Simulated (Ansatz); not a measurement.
Gas-phase electronic energies from Ansatz, PBE0-D4/def2-TZVP geometries. CCSD(T)/CBS adds triple-zeta CCSD(T) − MP2 to the extrapolated MP2 energy (def2 sets, frozen cores). Functionals use def2-TZVPP. Elements past krypton have def2 core potentials. For Sn outer-core shells are correlated without core-valence functions, which leaves a few kJ/mol of doubt a bond. Each species was taken in one conformer, which may not be the lowest.

Consider the redistribution: `[SnH3][CH2][SnH3]` + `O[SiH2][SiH]1CO1` → `[SnH3][SiH]1CO1` + `O[SiH2][CH2][SnH3]`.

```
  level  ΔE (kJ/mol)
PBE0-D4        -55.9
 B2PLYP        -55.6
```

**Question.** What does CCSD(T)/CBS give? (Best estimate.)

**Answer.** Ansatz gave: -55.6 kJ/mol. The listed levels differ from it by -0.3, 0.0 kJ/mol.

Largest T1 diagnostic among the species: 0.015.

From PBE to PBE0 (25 % exact exchange), in def2-TZVPP and without D4, ΔE moves by −3.6 kJ/mol. In def2-TZVPP, CCSD(T) changes the Hartree–Fock value by +9.1 kJ/mol (the triples alone add +1.9 kJ/mol) and MP2 by +7.4 kJ/mol.
